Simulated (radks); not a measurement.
Task: These are the eigenvalues of the occupied orbitals of an atom or ion with whole-number occupations (eV). Method: scalar-relativistic Kohn-Sham, PBEsol, spin-polarised, spherical densities, finite nucleus; Fermi nuclear charge, rms radius of each element as measured or else 0.836 A^(1/3) + 0.57 fm; computed with a radial shooting solver on a logarithmic mesh with Libxc functionals.

| orbital | eigenvalue |
|---|---|
| 1s down | -43429.03 |
| 1s up | -43429.03 |
| 2s up | -7068.481 |
| 2s down | -7068.469 |
| 2p up | -6325.474 |
| 2p down | -6325.466 |
| 3s up | -1576.053 |
| 3s down | -1575.360 |
| 3p up | -1341.704 |
| 3p down | -1341.014 |
| 3d up | -1016.061 |
| 3d down | -1015.525 |
| 4s up | -355.4055 |
| 4s down | -353.6410 |
| 4p up | -278.2259 |
| 4p down | -276.4625 |
| 4d up | -168.3458 |
| 4d down | -166.5935 |
| 5s up | -83.5130 |
| 5s down | -82.5804 |
| 5p up | -62.9235 |
| 5p down | -62.2174 |
| 4f up | -50.5493 |

Which element is it, and in what charge state? The configuration may be excited. Open shells, if any, are filled with parallel spins first.

Result: Z = 60, neodymium, charge +4: Nd4+ in [Xe] 4f2. The list shows which subshells hold electrons but not how many an open one holds; the 1s level, -1596 hartree, gives Z - s = 56.5 by -(Z - s)^2/2, which with screening and relativity narrows Z to a few neighbours, and the depths of the outer levels then fix element, charge and occupations together.
